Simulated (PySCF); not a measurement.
Static response to an electric field

Compound: C5H4NPS.
Structure used (GFN2-xTB), in Å, numbered top down from 1:
```xyz
12
C5H4NPS angstrom
C     -1.4834   -0.9520   -0.0577
C     -0.0763   -0.4449   -0.0320
P      1.3117   -1.5510   -0.0400
C      2.4445   -0.2758    0.0373
S      1.8910    1.3398    0.0793
C      0.2156    0.8949    0.0223
C     -0.7461    1.9125    0.0307
N     -1.5439    2.7378    0.0335
H     -2.1388   -0.2650   -0.5904
H     -1.5229   -1.9314   -0.5304
H     -1.8617   -1.0525    0.9608
H      3.5116   -0.4130    0.0606
```

Level: wB97X-D/def2-SVPD (PySCF), static field, nuclei fixed, core orbitals frozen in the response. The polarisability tensor in these axes (au):

```
x   119.62  -9.45   0.68
y    -9.45 128.02   1.69
z     0.68   1.69  64.69
```

Q: What are the eigenvalues, a third of the trace, and Δα (Δα² = ½Σ(αi − αj)² over the three pairs)?

A: Principal values 64.62, 113.52 and 134.18 au; mean 104.11 au = 15.43 Å³ = 17.17 × 10⁻⁴⁰ C²·m²/J; Δα = 61.87 au (59 % of the mean).

Q: What is the dipole moment, and where does it point?

A: (2.13, -2.50, 0.04) D, 3.28 D in size, pointing from the negative to the positive side. Measured along this direction, the outermost atoms are N8 at the negative end and H12 at the positive end.

Q: In a dilute gas of rigid molecules at 298 K, how does the orientational term μ²/3kT compare with the electronic polarisability?

A: In Gaussian units μ²/3kT = 87.30 Å³ against 15.43 Å³, a ratio of 5.66; the Debye molar polarisation (4π/3)N_A(α + μ²/3kT) is 259.1 cm³/mol, leaving out the vibrational part.

Q: Give the principal axes and the span of the nuclei along them.

A: Largest value along (-0.54, 0.84, 0.02), where the nuclei span 5.39 Å; middle along (0.84, 0.54, 0.03), 5.07 Å; least along (-0.02, -0.03, 1.00), 1.57 Å. The response follows the extents in order.

Q: Sum over states: ᾱ = Σ f/ω², ω in Eh. What share falls to these 8 lowest TDDFT singlets (eV, f)? 4.68, 0.0987; 4.95, 0.0692; 5.20, 0.0034; 5.69, 0.0058; 5.89, 0.2781; 6.05, 0.0117; 6.19, 0.1548; 6.41, 0.0067.

A: They add up to 14.94 au, 14.4 % of the 104.11 au; the largest single term is 5.93 au, from the state at 5.89 eV. Terms in order: 3.34, 2.10, 0.09, 0.13, 5.93, 0.24, 2.99, 0.12 au. Higher excitations give the rest. The strengths listed sum to 0.628.

Q: Give the eigenvalues of the traceless quadrupole moment Θ = ½Σq(3rr − r²1), origin at the centre of nuclear charge.

A: -17.19, 2.23, 14.96 D·Å. The values depend on the origin, since the dipole doesn't vanish. The electronic extent ⟨r²⟩ about the same centre is 1233 bohr², a root-mean-square distance of 2.19 Å for the 72 electrons.

Isolated species at its GFN2-xTB geometry, gas phase.

These values come from a run that also computed excited states. Hardware: one thread of an Arm Neoverse V1, on a shared host. Cost: 69 s wall, 0.86 GiB resident at most.

The pairwise dispersion term of wB97X-D wasn't added to the energies; at a given geometry it leaves orbitals and properties as they are.
